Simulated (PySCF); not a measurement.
C₃H₂N₃, SMILES [c]1ncncn1, multiplicity 2.

Coordinates come from a PBE-D3(BJ)/def2-SVP optimisation. The isomer is the one that the SMILES or the coordinates give; other isomers of the formula were not compared.

The numbers are results of PBE-D3(BJ)/def2-SVP (PySCF), not measurements.

Frequencies are harmonic and unscaled.

Computed harmonic wavenumbers and intensities:
| mode | ν (cm⁻¹) | IR (km/mol) | moving atoms (share of kinetic energy) |
|---|---|---|---|
| 1 | 276 | 0.0 | N 48 %, C 26 %, H 26 % |
| 2 | 352 | 4.4 | C 45 %, N 44 %, H 11 % |
| 3 | 616 | 36.4 | N 62 %, C 35 % |
| 4 | 688 | 6.3 | N 57 %, C 41 % |
| 5 | 737 | 13.3 | N 40 %, C 35 %, H 26 % |
| 6 | 919 | 0.0 | H 57 %, C 34 %, N 9 % |
| 7 | 950 | 10.0 | N 92 % |
| 8 | 979 | 0.0 | H 63 %, C 35 % |
| 9 | 1113 | 18.3 | C 87 % |
| 10 | 1164 | 0.2 | C 50 %, N 45 % |
| 11 | 1169 | 17.7 | H 48 %, C 37 %, N 15 % |
| 12 | 1261 | 0.2 | C 48 %, H 38 %, N 14 % |
| 13 | 1366 | 15.4 | H 51 %, N 32 %, C 17 % |
| 14 | 1389 | 26.7 | N 42 %, H 40 %, C 17 % |
| 15 | 1511 | 131.4 | C 57 %, N 34 %, H 9 % |
| 16 | 1564 | 245.2 | C 57 %, N 42 % |
| 17 | 3094 | 17.2 | H 92 %, C 8 % |
| 18 | 3097 | 7.5 | H 91 %, C 9 % |
